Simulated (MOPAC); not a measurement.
MOPAC input (AM1):

```
AM1 PRECISE GNORM=0.05 LET XYZ UHF MS=0.5 GEO-OK AUX(PRECISION=9) THREADS=1
BrCl2Ge

Cl   -1.82412500 1   -1.36291100 1   -0.24486100 1
Ge   -0.40852900 1    0.10005700 1    0.52503600 1
Cl   -0.98648300 1    2.05237800 1   -0.24395000 1
Br    1.73866500 1   -0.42636400 1   -0.24261000 1
```

From the output:

```
                                                       MOPAC v23.2.5 Linux

          FINAL HEAT OF FORMATION =        -78.02357 KCAL/MOL =    -326.45064 KJ/MOL

          COSMO AREA              =        136.82 SQUARE ANGSTROMS
          COSMO VOLUME            =        129.86 CUBIC ANGSTROMS

          GRADIENT NORM           =          0.03391          =       0.01696 PER ATOM
          IONIZATION POTENTIAL    =         10.326438 EV
          ALPHA SOMO LUMO (EV)    =        -10.326 -2.176
          BETA  SOMO LUMO (EV)    =        -11.930 -3.220
          NO. OF ALPHA ELECTRONS  =         13
          NO. OF BETA  ELECTRONS  =         12
          MOLECULAR WEIGHT        =        223.4000         POINT GROUP:  Cs

          MOLECULAR DIMENSIONS (Angstroms)

            Atom       Atom       Distance
           Br     4   Cl     1     3.69073
           Cl     3   Cl     1     3.06923
           Cl     1   Ge     2     0.53318

          SCF CALCULATIONS        =         13

   ATOM   CHEMICAL          X               Y               Z
  NUMBER   SYMBOL      (ANGSTROMS)     (ANGSTROMS)     (ANGSTROMS)

     1      Cl         -1.83823643  *  -1.34089274  *  -0.16802741  *
     2      Ge         -0.38133048  *   0.09344910  *   0.35923200  *
     3      Cl         -1.00918433  *   2.03932332  *  -0.16711805  *
     4      Br          1.73726229  *  -0.42603647  *  -0.18693379  *

                             CARTESIAN COORDINATES

   1   Cl       -1.838236429    -1.340892741    -0.168027412
   2   Ge       -0.381330479     0.093449103     0.359232003
   3   Cl       -1.009184326     2.039323322    -0.167118046
   4   Br        1.737262289    -0.426036465    -0.186933786

           Empirical Formula: Cl2 Ge Br  =     4 atoms

      MOLECULAR POINT GROUP   :   Cs

          ALPHA EIGENVALUES
 -37.79984 -37.20549 -31.82738 -16.24273 -15.58841 -14.83077 -13.82968 -13.02764
 -12.77350 -12.69626 -12.15993 -11.92878 -10.32644  -2.17613  -1.87076  -1.70021

           BETA EIGENVALUES
 -37.73807 -37.16965 -31.78125 -16.06736 -15.55105 -14.78413 -13.37497 -12.81677
 -12.73651 -12.66560 -11.94295 -11.92980  -3.22006  -1.85674  -1.58545  -1.26242

              NET ATOMIC CHARGES AND DIPOLE CONTRIBUTIONS

  ATOM NO.   TYPE          CHARGE      No. of ELECS.   s-Pop       p-Pop
    1         Cl          -0.245740        7.2457     1.98225     5.26349
    2         Ge           0.667535        3.3325     0.90856     2.42390
    3         Cl          -0.245730        7.2457     1.98225     5.26348
    4         Br          -0.176065        7.1761     1.96329     5.21277
 DIPOLE           X         Y         Z       TOTAL
 POINT-CHG.     0.669    -0.164     1.705     1.839
 HYBRID        -0.576     0.142    -0.979     1.145
 SUM            0.093    -0.023     0.726     0.733

          ATOMIC ORBITAL ELECTRON POPULATIONS

     Atom    s        px        py        pz
    1 Cl   1.98225   1.66891   1.67637   1.91821
    2 Ge   0.90856   0.75599   0.71732   0.95059
    3 Cl   1.98225   1.91911   1.42603   1.91833
    4 Br   1.96329   1.34789   1.94241   1.92247

                    (SZ)    =    0.500000
                    (S**2)  =    0.757380

          ATOMIC ORBITAL SPIN POPULATIONS

    Atom   Total    s     px     py     pz
         Atomic
    1 Cl  0.0122  0.002 -0.015 -0.016  0.042
    2 Ge  0.9760  0.256  0.034  0.027  0.659
    3 Cl  0.0122  0.002 -0.002 -0.029  0.042
    4 Br -0.0003  0.004 -0.046 -0.003  0.045

 **********************
 *                    *
 * JOB ENDED NORMALLY *
 *                    *
 **********************

 == MOPAC DONE ==
```

The geometry given is a B3LYP-D3(BJ)/def2-TZVP minimum.
